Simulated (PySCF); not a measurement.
Al(All)(F)(OH) (C3H6AlFO), SMILES C=C[CH2][Al]([F])[OH]. Atoms are numbered in the order given.

```xyz
12

Al     0.3864     0.5583     0.5353
C     -0.1229    -1.3193     0.4922
C     -1.1036    -1.3517    -0.6469
C     -0.8052    -1.5369    -1.9419
H     -0.5798    -1.6499     1.4369
H      0.7641    -1.9389     0.2841
H     -2.1481    -1.1421    -0.3810
H      0.2188    -1.7438    -2.2715
H     -1.5781    -1.4986    -2.7133
F      1.7658     1.0725    -0.2525
O     -0.6141     1.7064     1.2833
H     -0.4886     2.6595     1.2723
```

The structure is a stationary point at B3LYP-D3(BJ)/def2-SVP. Other conformers were not sampled.

Two levels are set side by side: PBE/pcSseg-1 (PySCF) and HF/pcSseg-1 (PySCF). GIAO shifts against CFCl3 (¹⁹F), H2O (¹⁷O), TMS (¹H), TMS (¹³C) at the same level; non-relativistic, no solvent, atoms listed together averaged. Differences are taken from unrounded values.

```csv
quantity,PBE
δ(¹³C) of C2 (ppm),18.3
δ(¹³C) of C3 (ppm),142.6
δ(¹³C) of C4 (ppm),120.3
δ(¹H) of H7 (ppm),6.51
δ(¹⁹F) of F10 (ppm),-195.1
δ(¹⁷O) of O11 (ppm),40.3
δ(¹H) of H12 (ppm),2.08
```

Q: These are the PBE values. What does HF give? (An estimate is asked for; the answer gives what the named calculation found.)

A: 
```
quantity                 HF  PBE minus HF
-------------------  ------  ------------
δ(¹³C) of C2 (ppm)      8.9           9.4
δ(¹³C) of C3 (ppm)    146.0          -3.4
δ(¹³C) of C4 (ppm)    121.8          -1.5
δ(¹H) of H7 (ppm)      6.54         -0.03
δ(¹⁹F) of F10 (ppm)  -149.4         -45.7
δ(¹⁷O) of O11 (ppm)    11.0          29.3
δ(¹H) of H12 (ppm)     2.28         -0.20
```

Rough cost on one machine, each run with all the roots and properties that it gave: HF against PBE within a factor of 2.
